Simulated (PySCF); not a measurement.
**Electron correlation in Te²⁺ (tellurium, charge +2)**

Starting occupation: [Kr] 4d10 5s2 5p2, 5p3/2 with m_j = +1/2, +3/2. Computed with PySCF 2.14 in x2c-SVPall-2c with one added diffuse shell each of s, p type (7s9p4d, 54 functions), with X2C-1e with screened-nucleus spin-orbit coupling, Gaussian nucleus. Frozen: [Ar] 3d10; 22 electrons correlated; the 6 highest virtual spinors left out.

MP2 pair energies summed by pair of shells (mhartree):

```
 pair  energy  share (%)
5p-5s  -21.64       23.8
4d-4p  -17.20       18.9
4d-4d  -12.12       13.3
5s-5s  -10.24       11.2
4p-4p  -10.14       11.1
4d-5p   -5.17        5.7
4d-5s   -4.78        5.2
5p-5p   -3.52        3.9
4d-4s   -1.83        2.0
4p-5p   -1.45        1.6
4p-5s   -1.21        1.3
4p-4s   -0.99        1.1
4s-4s   -0.43        0.5
4s-5s   -0.23        0.3
4s-5p   -0.09        0.1
```

Total MP2 correlation energy: -91.05 mhartree.

The GHF reference relaxed away from the jj start to a determinant that is no pure jj level (⟨S²⟩ = 1.68, ⟨J²⟩ = 6.01); the energies belong to that determinant.

This basis was not built for core-valence correlation, so the inner-shell part is incomplete.
